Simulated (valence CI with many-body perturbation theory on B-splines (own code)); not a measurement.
Results of a calculation; reference values are marked as such.
Level structure of Er LXII

Level of theory: relativistic CI+MBPT: five valence electrons over a frozen Dirac-Fock core [He], a basis of 9 s, 9 p, 8 d, 6 f, 3 g, 1 h functions for each j, with the one-electron correlation potential Σ1 (screened to all orders), the two-electron term Σ2, the three-electron term Σ3, Breit, model QED; selected single and double excitations, second order for the rest (own B-spline code, finite nucleus).

No measured spectrum was set against this ion. As an estimate, large intervals hold to a few tenths of a per cent, small ones and those within an open d or f shell to about a per cent. Among the levels kept, up to 1100 cm⁻¹ of a level comes from second order outside the variational space, and about a tenth of that is noise between levels of different J, which matters for small intervals.

Levels 46 to 74 of 74, with energies above the lowest level, (2s^2 2p1/2^2 2p3/2) J=3/2. "Leading %" is the weight of the configuration and term that name the level; weights of strongly mixed levels are sums over their largest components and can fall short. In the jj column 3d3/2^4 stands for four electrons in 3d with j = 3/2.

| No. | Configuration | Term | J | E (× 10³ cm⁻¹) | Leading % | g | Leading jj | Second component |
| --- | --- | --- | --- | --- | --- | --- | --- | --- |
| 46 | 2s²2p²3d | ⁴D | 1/2 | 71262 | 79 | 0.237 | 2s^2 2p1/2 2p3/2 3d3/2 (100 %) | 14 % 2s²2p²3d ²P |
| 47 | 2s²2p²3d | ²G | 7/2 | 71360 | 53 | 1.010 | 2s^2 2p1/2 2p3/2 3d3/2 (98 %) | 25 % 2s²2p²3d ²F |
| 48 | 2s²2p²3d | ²D | 5/2 | 71478 | 36 | 1.133 | 2s^2 2p1/2 2p3/2 3d3/2 (96 %) | 32 % 2s²2p²3d ²F |
| 49 | 2s²2p²3d | ²D | 3/2 | 71527 | 45 | 1.098 | 2s^2 2p1/2 2p3/2 3d3/2 (96 %) | 16 % 2s²2p²3d ²P |
| 50 | 2s²2p²3d | ²P | 1/2 | 71599 | 36 | 1.628 | 2s^2 2p1/2 2p3/2 3d3/2 (97 %) | 32 % 2s²2p²3d ⁴P |
| 51 | 2s²2p²3d | ⁴D | 7/2 | 71777 | 46 | 1.298 | 2s^2 2p1/2 2p3/2 3d5/2 (99 %) | 38 % 2s²2p²3d ⁴F |
| 52 | 2s²2p²3d | ²P | 3/2 | 71919 | 39 | 1.326 | 2s^2 2p1/2 2p3/2 3d5/2 (98 %) | 27 % 2s²2p²3d ⁴P |
| 53 | 2s²2p²3d | ²G | 9/2 | 71935 | 64 | 1.169 | 2s^2 2p1/2 2p3/2 3d5/2 (100 %) | 36 % 2s²2p²3d ⁴F |
| 54 | 2s²2p²3d | ²F | 5/2 | 71937 | 44 | 1.138 | 2s^2 2p1/2 2p3/2 3d5/2 (98 %) | 21 % 2s²2p²3d ⁴D |
| 55 | 2s²2p²3d | ²D | 5/2 | 72065 | 60 | 1.241 | 2s^2 2p1/2 2p3/2 3d5/2 (98 %) | 25 % 2s²2p²3d ⁴P |
| 56 | 2s²2p²3d | ²F | 7/2 | 72127 | 69 | 1.122 | 2s^2 2p1/2 2p3/2 3d5/2 (98 %) | 12 % 2s²2p²3d ²G |
| 57 | 2s²2p²3d | ²D | 3/2 | 72169 | 58 | 0.962 | 2s^2 2p1/2 2p3/2 3d5/2 (99 %) | 29 % 2s²2p²3d ²P |
| 58 | 2s²2p²3d | ²P | 1/2 | 72208 | 58 | 1.199 | 2s^2 2p1/2 2p3/2 3d5/2 (99 %) | 36 % 2s²2p²3d ²S |
| 59 | 2s2p³3p | ⁴D | 7/2 | 72628 | 49 | 1.428 | 2s 2p1/2^2 2p3/2 3p3/2 (98 %) | 27 % 2s2p³3p ⁶P |
| 60 | 2s2p³3p | ⁴P | 3/2 | 72699 | 31 | 1.513 | 2s 2p1/2^2 2p3/2 3p3/2 (99 %) | 26 % 2s2p³3p ²P |
| 61 | 2s2p³3p | ⁴P | 5/2 | 72831 | 38 | 1.410 | 2s 2p1/2^2 2p3/2 3p3/2 (98 %) | 21 % 2s2p³3p ²D |
| 62 | 2s2p³3p | ²P | 1/2 | 72864 | 39 | 1.435 | 2s 2p1/2^2 2p3/2 3p3/2 (99 %) | 25 % 2s2p³3p ⁴P |
| 63 | 2s2p³3p | ²D | 5/2 | 73320 | 32 | 1.255 | 2s 2p1/2^2 2p3/2 3p3/2 (99 %) | 20 % 2s2p³3p ⁴P |
| 64 | 2s2p³3d | ⁴D° | 5/2 | 73364 | 30 | 1.248 | 2s 2p1/2^2 2p3/2 3d3/2 (99 %) | 19 % 2s2p³3d ⁶D° |
| 65 | 2s2p³3d | ⁴D° | 3/2 | 73401 | 29 | 1.353 | 2s 2p1/2^2 2p3/2 3d3/2 (99 %) | 24 % 2s2p³3d ⁶D° |
| 66 | 2s2p³3d | ⁴F° | 7/2 | 73426 | 24 | 1.234 | 2s 2p1/2^2 2p3/2 3d3/2 (95 %) | 17 % 2s2p³3d ²F° |
| 67 | 2s2p³3d | ⁴P° | 1/2 | 73430 | 46 | 2.270 | 2s 2p1/2^2 2p3/2 3d3/2 (99 %) | 27 % 2s2p³3d ⁶D° |
| 68 | 2s2p³3p | ²P | 3/2 | 73446 | 35 | 1.220 | 2s 2p1/2^2 2p3/2 3p3/2 (99 %) | 14 % 2s2p³3p ⁴D |
| 69 | 2s2p³3p | ⁴P | 1/2 | 73482 | 40 | 1.755 | 2s 2p1/2^2 2p3/2 3p3/2 (99 %) | 17 % 2s2p³3p ²S |
| 70 | 2s2p³3d | ⁴F° | 9/2 | 73912 | 50 | 1.332 | 2s 2p1/2^2 2p3/2 3d5/2 (100 %) | 28 % 2s2p³3d ⁶D° |
| 71 | 2s2p³3d | ²D° | 3/2 | 73964 | 32 | 0.950 | 2s 2p1/2^2 2p3/2 3d3/2 (75 %) | 17 % 2s2p³3d ⁴F° |
| 72 | 2s2p³3d | ²F° | 5/2 | 74045 | 36 | 0.939 | 2s 2p1/2^2 2p3/2 3d3/2 (93 %) | 22 % 2s2p³3d ²D° |
| 73 | 2s2p³3d | ⁴D° | 5/2 | 74098 | 31 | 1.309 | 2s 2p1/2^2 2p3/2 3d5/2 (93 %) | 17 % 2s2p³3d ⁴P° |
| 74 | 2s2p³3d | ⁴D° | 1/2 | 74105 | 51 | 0.601 | 2s 2p1/2^2 2p3/2 3d3/2 (94 %) | 28 % 2s2p³3d ²P° |
